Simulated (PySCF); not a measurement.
Br2ClSi, multiplicity 2. Atoms are numbered in the order given.

```xyz
4

Si     0.6100    -0.4300     0.0000
Br    -0.0779     0.6568     1.8380
Br    -0.0779     0.6568    -1.8380
Cl    -0.1816    -2.3504     0.0000
```
Charge 0, spin multiplicity 2.

Geometry optimised at B3LYP-D3(BJ)/def2-SVP.

The numbers are results of SMD-M06-2X/def2-SVP run with PySCF, not measurements.

Solvation free energies are E(SMD) − E(gas) at the gas-phase geometry, for 1 M in both phases. Bromine has the revised SMD18 radius of 2.60 Å. In vacuum the dipole moment is 0.90 D.

Question: Estimate the solvation free energies in water, chloroform, chlorobenzene. (An estimate is asked for; the answer gives what the named calculation found.)

Answer: 
```tsv
solvent	ΔG(solv) (kcal/mol)	its non-electrostatic (CDS) part	dipole (D)
water	-1.4	-0.4	1.20
chloroform	-5.7	-5.0	1.10
chlorobenzene	-5.5	-4.8	1.11
```
